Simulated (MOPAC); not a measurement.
MOPAC input (PM3):

```
PM3 PRECISE GNORM=0.05 LET XYZ UHF MS=0.5 GEO-OK AUX(PRECISION=9) THREADS=1
C5H11O

C    -2.67209312 1   -0.62425138 1   -0.35154875 1
C    -1.45613813 1    0.05459379 1    0.27227649 1
C    -0.18697092 1   -0.15340598 1   -0.55158460 1
C     1.05179778 1    0.51320877 1    0.05915452 1
C     2.25579131 1    0.37315127 1   -0.79546095 1
O     1.25394354 1   -0.09781658 1    1.34215466 1
H    -2.51958755 1   -1.70309509 1   -0.43384093 1
H    -3.56953010 1   -0.46101952 1    0.24806397 1
H    -2.86856991 1   -0.24140437 1   -1.35629713 1
H    -1.29158716 1   -0.32639311 1    1.28134334 1
H    -1.64531925 1    1.12856804 1    0.37275820 1
H    -0.32940499 1    0.24580255 1   -1.55999327 1
H     0.02248249 1   -1.22205192 1   -0.65742579 1
H     0.82505537 1    1.58108977 1    0.19561170 1
H     2.51443957 1    1.12859476 1   -1.52456288 1
H     2.79440729 1   -0.56579235 1   -0.80240885 1
H     2.08174420 1    0.23845490 1    1.70249391 1
```

From the output:

```
                                                       MOPAC v23.2.5 Linux

          FINAL HEAT OF FORMATION =        -40.20692 KCAL/MOL =    -168.22575 KJ/MOL

          COSMO AREA              =        142.87 SQUARE ANGSTROMS
          COSMO VOLUME            =        132.40 CUBIC ANGSTROMS

          GRADIENT NORM           =          0.02917          =       0.00708 PER ATOM
          IONIZATION POTENTIAL    =          9.718376 EV
          ALPHA SOMO LUMO (EV)    =         -9.718  2.818
          BETA  SOMO LUMO (EV)    =        -11.143  0.714
          NO. OF ALPHA ELECTRONS  =         19
          NO. OF BETA  ELECTRONS  =         18
          MOLECULAR WEIGHT        =         87.1413         POINT GROUP:  C1

          MOLECULAR DIMENSIONS (Angstroms)

            Atom       Atom       Distance
            H    16    H     8     6.78598
            H     9    H    17     3.61972
            H     7    H    14     2.93861

          SCF CALCULATIONS        =         70

   ATOM   CHEMICAL          X               Y               Z
  NUMBER   SYMBOL      (ANGSTROMS)     (ANGSTROMS)     (ANGSTROMS)

     1       C         -2.66049309  *  -0.56503192  *  -0.39118749  *
     2       C         -1.46308683  *   0.10180763  *   0.24790152  *
     3       C         -0.18120227  *  -0.23545579  *  -0.49701127  *
     4       C          1.04453274  *   0.45545106  *   0.12174792  *
     5       C          2.17929470  *   0.46653843  *  -0.82847715  *
     6       O          1.34733652  *  -0.22351979  *   1.32880116  *
     7       H         -2.56081433  *  -1.65867711  *  -0.39482634  *
     8       H         -3.58537130  *  -0.32198956  *   0.14721300  *
     9       H         -2.79452069  *  -0.24686860  *  -1.43378229  *
    10       H         -1.37695682  *  -0.20982522  *   1.30751730  *
    11       H         -1.61036756  *   1.20022486  *   0.27096762  *
    12       H         -0.27256931  *   0.07340723  *  -1.55790451  *
    13       H         -0.03163183  *  -1.33365587  *  -0.51459637  *
    14       H          0.80147848  *   1.52449738  *   0.35909244  *
    15       H          2.04321360  *   0.82571568  *  -1.84046281  *
    16       H          3.15137387  *   0.06486189  *  -0.57119285  *
    17       H          2.13137912  *   0.17872257  *   1.67740645  *

                             CARTESIAN COORDINATES

   1    C       -2.660493091    -0.565031920    -0.391187494
   2    C       -1.463086825     0.101807627     0.247901518
   3    C       -0.181202266    -0.235455792    -0.497011271
   4    C        1.044532740     0.455451059     0.121747923
   5    C        2.179294701     0.466538428    -0.828477152
   6    O        1.347336519    -0.223519788     1.328801161
   7    H       -2.560814334    -1.658677112    -0.394826343
   8    H       -3.585371299    -0.321989559     0.147212996
   9    H       -2.794520689    -0.246868602    -1.433782294
  10    H       -1.376956816    -0.209825221     1.307517297
  11    H       -1.610367561     1.200224856     0.270967623
  12    H       -0.272569309     0.073407225    -1.557904509
  13    H       -0.031631833    -1.333655874    -0.514596365
  14    H        0.801478482     1.524497378     0.359092442
  15    H        2.043213603     0.825715682    -1.840462810
  16    H        3.151373874     0.064861892    -0.571192853
  17    H        2.131379116     0.178722567     1.677406451

           Empirical Formula: C5 H11 O  =    17 atoms

      MOLECULAR POINT GROUP   :   C1

          ALPHA EIGENVALUES
 -39.91043 -35.40094 -30.70999 -25.97837 -21.28718 -20.70007 -17.94497 -16.35161
 -15.77614 -15.55164 -14.43322 -13.92922 -13.23111 -12.82316 -12.63230 -12.25935
 -11.46842 -11.31674  -9.71838   2.81797   3.40591   3.58422   3.64301   3.93442
   4.03347   4.10476   4.20659   4.38389   4.51833   4.61953   4.76291   5.08741
   5.11192   5.14250   5.74543

           BETA EIGENVALUES
 -39.79853 -35.39477 -30.24051 -25.40189 -21.11932 -20.56218 -17.83025 -16.23591
 -15.64685 -15.47878 -14.28799 -13.87554 -13.06301 -12.80710 -12.46319 -12.20351
 -11.41384 -11.14292   0.71358   3.24576   3.52805   3.72009   3.86079   3.96887
   4.05182   4.11716   4.36804   4.44548   4.55440   4.84728   4.95715   5.10409
   5.13077   5.28561   5.81521

              NET ATOMIC CHARGES AND DIPOLE CONTRIBUTIONS

  ATOM NO.   TYPE          CHARGE      No. of ELECS.   s-Pop       p-Pop
    1          C          -0.109043        4.1090     1.13841     2.97064
    2          C          -0.097966        4.0980     1.15823     2.93973
    3          C          -0.102589        4.1026     1.16500     2.93759
    4          C           0.112553        3.8874     1.15616     2.73129
    5          C          -0.250170        4.2502     1.23962     3.01055
    6          O          -0.308093        6.3081     1.81075     4.49734
    7          H           0.039209        0.9608     0.96079
    8          H           0.037130        0.9629     0.96287
    9          H           0.035146        0.9649     0.96485
   10          H           0.062075        0.9379     0.93793
   11          H           0.044925        0.9551     0.95508
   12          H           0.053120        0.9469     0.94688
   13          H           0.066603        0.9334     0.93340
   14          H           0.049029        0.9510     0.95097
   15          H           0.090623        0.9094     0.90938
   16          H           0.091364        0.9086     0.90864
   17          H           0.186084        0.8139     0.81392
 DIPOLE           X         Y         Z       TOTAL
 POINT-CHG.     0.058     0.664    -0.444     0.801
 HYBRID         0.541     0.354    -0.137     0.661
 SUM            0.599     1.019    -0.581     1.317

          ATOMIC ORBITAL ELECTRON POPULATIONS

     Atom    s        px        py        pz
    1  C   1.13841   0.97254   1.00057   0.99753
    2  C   1.15823   0.94199   0.99774   1.00000
    3  C   1.16500   0.93732   1.01489   0.98538
    4  C   1.15616   0.93045   0.94437   0.85646
    5  C   1.23962   0.99061   1.01846   1.00148
    6  O   1.81075   1.50123   1.62592   1.37020
    7  H   0.96079
    8  H   0.96287
    9  H   0.96485
   10  H   0.93793
   11  H   0.95508
   12  H   0.94688
   13  H   0.93340
   14  H   0.95097
   15  H   0.90938
   16  H   0.90864
   17  H   0.81392

                    (SZ)    =    0.500000
                    (S**2)  =    0.770197

          ATOMIC ORBITAL SPIN POPULATIONS

    Atom   Total    s     px     py     pz
         Atomic
    1  C  0.0009  0.000  0.000  0.000  0.000
    2  C -0.0038 -0.001 -0.002 -0.000 -0.001
    3  C  0.0433  0.009  0.019  0.009  0.007
    4  C -0.1114 -0.015 -0.045 -0.025 -0.027
    5  C  1.1848  0.075  0.134  0.808  0.168
    6  O  0.0017 -0.000 -0.002  0.002  0.001
    7  H -0.0001 -0.000
    8  H -0.0000 -0.000
    9  H -0.0001 -0.000
   10  H  0.0003  0.000
   11  H  0.0003  0.000
   12  H -0.0034 -0.003
   13  H -0.0032 -0.003
   14  H  0.0458  0.046
```

The geometry given is a B3LYP-D3(BJ)/def2-TZVP minimum.
